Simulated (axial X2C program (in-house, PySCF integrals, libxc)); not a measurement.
**SbN⁻: properties at the nuclei**

Computed with an axial X2C code built on PySCF integrals: two-component X2C with atomic mean-field Coulomb and Gaunt terms, Gaussian nuclei, basis Sb dyall-acv3z, N dyall-av3z with contracted cores.

R = 1.896 Å (near the PBE0 minimum at charge -1 of the determinant lowest at the starting distance; the state shown can have its own minimum elsewhere).

Determinant lowest in the PBE0 search, Ω = 1/2 (⟨Sz⟩ = -0.50, ⟨Lz⟩ = 1.00 at PBE0), spin on the atoms Sb -0.01, N -0.49:

```tsv
level	Eeff magnitude (GV/cm)	Ws magnitude Sb (kHz)	A∥/gI Sb (MHz)	qzz Sb (a.u.)	A∥/gI N (MHz)	qzz N (a.u.)
PBE0	0.968	0.762	1330	-2.05	235	-0.44
HF	3.35	3.51	1270	-0.13	5.67	-0.76
LDA	0.803	0.624	1340	-2.29	284	-0.33
B3LYP	0.933	0.744	1290	-1.98	241	-0.45
TPSSh	0.705	0.468	1310	-1.88	250	-0.44
```

Determinant 0.20 eV from it at PBE0 and this distance, Ω = 3/2 (⟨Sz⟩ = 0.50, ⟨Lz⟩ = 1.00 at PBE0), spin on the atoms Sb 0.13, N 0.38:

| level | Eeff magnitude (GV/cm) | Ws magnitude Sb (kHz) | A∥/gI Sb (MHz) | qzz Sb (a.u.) | A∥/gI N (MHz) | qzz N (a.u.) |
| --- | --- | --- | --- | --- | --- | --- |
| PBE0 | 0.165 | 0.0401 | 271 | -2.60 | 38.6 | -0.46 |
| HF | 2.42 | 0.834 | 477 | -0.81 | 27 | -0.77 |
| LDA | 0.231 | 0.000982 | 186 | -2.69 | 48.9 | -0.36 |
| B3LYP | 0.302 | 0.019 | 276 | -2.47 | 45 | -0.48 |
| TPSSh | 0.0128 | 0.0988 | 243 | -2.38 | 41 | -0.46 |

Eeff is the effective electric field on the electron electric dipole moment in this Ω state and Ws the scalar–pseudoscalar constant of the nucleus named (defined with the proton number Z and per Ω); A∥ (defined per Ω) follows by multiplying with gI = μI/(I μN); qzz is the electric field gradient, eQq0 = 234.96 MHz × Q/barn × qzz. The operators were transformed with the bare-nucleus X2C matrices; with these basis sets, hyperfine constants and field gradients can be off by tens of per cent, and where levels differ in sign neither size nor sign is settled.

Question: With gI(121Sb) = 1.3454 (g factors from the IAEA table of nuclear moments by Stone), turn the PBE0 values of the first state into constants in MHz.

Answer: A∥(121Sb) = 1330 × 1.3454 = 1790 MHz.

Each state is one determinant with collinear spin. Unrestricted Hartree–Fock can overshoot spin polarisation at the nuclei. For an anion, determinants above electron detachment, or with a positive highest level, are held by the basis set. Where Eeff spreads by more than a factor of two the levels disagree and none is to be relied on. The search compared states at one distance, so a state with another bond length can lie lower. The sign of Ws at Sb differs between levels in the second state. Further determinants of the search, some of them spin-mixed, are not shown. Where a field gradient or hyperfine factor spreads by more than a factor of two over the levels, a constant derived from it is not to be relied on. PBE0 term energies can be off by some tenths of an eV.
